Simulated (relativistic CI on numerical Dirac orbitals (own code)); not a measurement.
What each ingredient does to the levels of Pr⁴⁹⁺

Base calculation: Dirac-Coulomb-Breit CI, separate exchange-only KLI orbitals for each configuration, QED by a radiative potential, unscaled Slater integrals.

Configuration list (outside the closed core 1s2): 2s2 2p6, 2s2 2p5 3s, 2s2 2p5 3p, 2s2 2p5 3d, 2s 2p6 3s, 2s 2p6 3p, 2s 2p6 3d, 2s2 2p5 4s, 2s2 2p5 4p, 2s2 2p5 4d, 2s2 2p5 4f, 2s 2p6 4s, 2s2 2p4 3s2, 2s 2p6 4p, 2s 2p6 4d, 2s 2p6 4f. Levels of other configurations are missing.

Variants: (1) Breit term removed. Shifts of the energy above 2s2 2p6 1S_0, in eV, for the lowest level and the first level of each name with at least 55 % of one term (blank where a level changes its place among those of its configuration and J or its character, or is not in the variant):

| Level | Base | Δ(1) |
| --- | --- | --- |
| 2s2 2p6 1S_0 | 0.00 | 0.00 |
| 2s2 2p5 3s 3P°_2 | 5115.00 | +9.42 |
| 2s2 2p5 3s 1P°_1 | 5121.29 | +9.23 |
| 2s2 2p5 3p 3D_3 | 5352.42 | +9.73 |
| 2s2 2p5 3p 1P_1 | 5352.51 | +9.38 |
| 2s2 2p5 3p 3P_2 | 5361.86 | +8.86 |
| 2s2 2p5 3p 1S_0 | 5402.94 | +8.05 |
| 2s2 2p5 3d 3P°_0 | 5471.76 | +8.06 |
| 2s2 2p5 3d 3P°_1 | 5478.72 | +9.40 |
| 2s2 2p5 3d 3D°_2 | 5486.93 | +9.44 |
| 2s2 2p5 3d 3F°_4 | 5508.58 | +11.71 |
| 2s2 2p5 3d 3D°_3 | 5521.25 | +10.80 |
| 2s2 2p5 3d 1P°_1 | 5544.14 | +11.47 |
| 2s2 2p5 3s 3P°_0 | 5611.32 | +15.35 |
| 2s2 2p5 3s 3P°_1 | 5614.81 | +15.82 |
| 2s2 2p5 3p 3D_1 | 5715.67 | +14.27 |
| 2s2 2p5 3p 3P_0 | 5751.21 | +13.01 |
| 2s 2p6 3s 3S_1 | 5964.24 | +8.48 |
| 2s2 2p5 3d 3F°_2 | 5977.22 | +16.61 |
| 2s 2p6 3s 1S_0 | 5985.21 | +7.75 |
| 2s 2p6 3p 3P°_0 | 6069.36 | +5.68 |
| 2s 2p6 3p 3P°_1 | 6071.96 | +6.61 |

At this charge energies of transitions that change n are usually good to better than 1 %, and those within a shell (Δn = 0) to a few per cent.

Ionisation energy from the two ground configurations alone: base 9376.8 eV; Breit term removed 9388.92 eV. The NIST ASD value (theoretical) is 9378 eV.

LS names give the leading component of a level, which can be under half, so a name can repeat, a term be missing and a line seem to break the LS rules.
